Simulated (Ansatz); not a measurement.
`CC1CBC1` + `O=C(O)CCO` → `COC(=O)CCO` + `B1CCC1`  (substitution at a C–C bond)

Calculated with Ansatz (gas phase, PBE0-D4/def2-TZVP geometries, no zero-point term in ΔE). CCSD(T)/CBS adds triple-zeta CCSD(T) − MP2 to the extrapolated MP2 energy (def2 sets, frozen cores). DFT in def2-TZVPP. B3LYP here is the variant with VWN-RPA as its local correlation; programs differ in this. One conformer a species, not always the lowest.

`CC1CBC1`:

Z-matrix (Å, degrees):
```
C
C 1 1.512
H 1 1.095 2 110.4
H 1 1.094 2 111.4 3 119.7
H 1 1.094 2 111.4 3 -119.7
C 2 1.557 1 117.9 3 -54.5
C 2 1.557 1 117.9 3 54.5
H 2 1.095 1 109.6 3 180.0
B 6 1.570 2 85.2 1 142.4
H 6 1.091 2 119.5 1 -92.7
H 6 1.098 2 109.2 1 32.1
H 7 1.092 2 119.5 1 92.7
H 7 1.098 2 109.2 1 -32.1
H 9 1.197 6 133.9 2 150.1
```

`O=C(O)CCO`:

Cartesian coordinates in Å:
```
O -1.136 1.529 -0.082
C -0.469 0.835 -0.800
O -0.642 0.793 -2.130
C 0.666 -0.044 -0.352
C 0.477 -0.531 1.063
O -0.563 -1.487 1.052
H -1.363 1.406 -2.334
H 0.774 -0.885 -1.039
H 1.582 0.553 -0.427
H 0.228 0.321 1.704
H 1.413 -0.977 1.424
H -0.969 -1.515 1.920
```

`COC(=O)CCO`:

Z-matrix (Å, degrees):
```
C
O 1 1.426
H 1 1.091 2 110.5
H 1 1.087 2 105.8 3 -119.7
H 1 1.091 2 110.6 3 120.6
C 2 1.333 1 115.6 3 -59.9
C 6 1.501 2 112.0 1 178.1
O 6 1.207 2 123.1 1 -1.2
C 7 1.519 6 112.1 2 168.0
H 7 1.095 6 107.4 2 -71.1
H 7 1.094 6 108.9 2 44.1
O 9 1.404 7 112.5 6 62.5
H 9 1.092 7 109.2 6 -179.0
H 9 1.099 7 109.4 6 -61.7
H 12 0.965 9 105.9 7 -62.0
```

`B1CCC1`:

```xyz
11

B    -0.152    0.158    1.080
C     0.330    1.152   -0.001
C    -0.262   -0.092   -0.770
C     0.204   -1.138    0.316
H    -1.096    0.310    1.801
H     1.395    1.192   -0.225
H    -0.145    2.121   -0.135
H     0.190   -0.252   -1.747
H    -1.345   -0.050   -0.891
H    -0.374   -2.050    0.443
H     1.255   -1.351    0.128
```

```
             level  ΔE (kJ/mol)  difference from CCSD(T)/CBS
            PBE-D4         33.2                         -5.0
           PBE0-D4         37.0                         -1.2
          B3LYP-D4         36.2                         -2.0
           ωB97X-V         36.5                         -1.7
           ωB97M-V         36.9                         -1.3
               PBE         32.4                         -5.8
            r2SCAN         31.1                         -7.1
             B3LYP         34.9                         -3.3
    MP2/def2-TZVPP         37.8                         -0.4
   CCSD/def2-TZVPP         39.3                          1.1
CCSD(T)/def2-TZVPP         35.9                         -2.3
     HF/def2-QZVPP         45.0                          6.8
    MP2/def2-QZVPP         39.0                          0.8
SCS-MP2/def2-QZVPP         39.4                          1.2
      HF/CBS(def2)         44.9                          6.7
    CCSD/CBS(def2)         41.6                          3.4
       CCSD(T)/CBS         38.2                            0
```

Largest T1 diagnostic among the species: 0.014.

From PBE to PBE0 (25 % exact exchange), in def2-TZVPP and without D4, ΔE moves by +3.8 kJ/mol. In def2-TZVPP, CCSD(T) changes the Hartree–Fock value by −9.4 kJ/mol (the triples alone add −3.4 kJ/mol) and MP2 by −7.6 kJ/mol.

CCSD(T)/CBS has its own doubt, a few kJ/mol and more with outer-core shells, so smaller differences from it don't rank the levels.
